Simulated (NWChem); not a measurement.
Molecule: SiNH3ClF; SMILES N[Si@H](F)Cl

```xyz
7

N      1.4321    -1.0869    -0.0817
Si    -0.0566    -0.4146     0.3770
F     -1.3151    -0.9122    -0.5168
Cl     0.0476     1.6158     0.0865
H      1.9396    -0.7633    -0.8967
H      1.7003    -2.0233     0.1970
H     -0.3761    -0.7585     1.7774
```
Atoms are numbered in this order, from 1.

Program: NWChem. Geometry: optimised at PBE0/def2-SVP. Level: PBE0/def2-SVPD; rows give the wavelength of the field.

| field | isotropic polarisability (bohr³) | anisotropy (bohr³) |
|---|---|---|
| static | 46.8 | 10.5 |
| 1065 nm | 47.1 | 10.6 |
| 589 nm | ___ | 10.9 |
| 400 nm | 49.4 | 11.4 |

Problem. What belongs in the gaps?

Solution. 
- 589 nm, isotropic polarisability (bohr³): 48.0
